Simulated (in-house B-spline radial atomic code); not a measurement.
A fraction x of an electron is removed from 4d in the niobium ion Nb⁴⁺, starting from [Kr] 4d1 and keeping the highest spin. Method: non-relativistic PW91, spin-polarised, spherical fractional occupations, point nucleus. Calculated with a radial B-spline atomic code at the basis-set limit.

| x | E(x) - E(0) (eV) | 4d up level (eV) |
| --- | --- | --- |
| 0 | 0.0000 | -44.451 |
| 0.1 | 4.5111 | -45.772 |
| 0.22 | 10.0994 | -47.369 |
| 0.26 | 12.0048 | -47.904 |
| 0.42 | 19.8415 | -50.059 |
| 0.5 | 23.8897 | -51.145 |
| 0.53 | 25.4301 | -51.554 |
| 0.66 | 32.2477 | -53.333 |
| 0.85 | 42.6299 | -55.958 |
| 0.95 | 48.2953 | -57.350 |
| 1 | 51.1802 | - |

The exact functional would give a straight line between the two integer points. Deviations E(x) - E(0) - x[E(1) - E(0)], in eV: -0.607 at x = 0.1, -1.16 at x = 0.22, -1.302 at x = 0.26, -1.654 at x = 0.42, -1.7 at x = 0.5, -1.695 at x = 0.53, -1.531 at x = 0.66, -0.873 at x = 0.85, -0.326 at x = 0.95.

The curve lies below the straight line by up to 1.7 eV (at x = 0.5): convex, the delocalisation error that favours fractional charges.

Problem. How well does Slater's transition state (minus the level at half occupation) give the ionisation energy?

Solution. It gives 51.145 eV against 51.180 eV from the two total energies; NIST lists 50.57 eV, ground level to ground level.
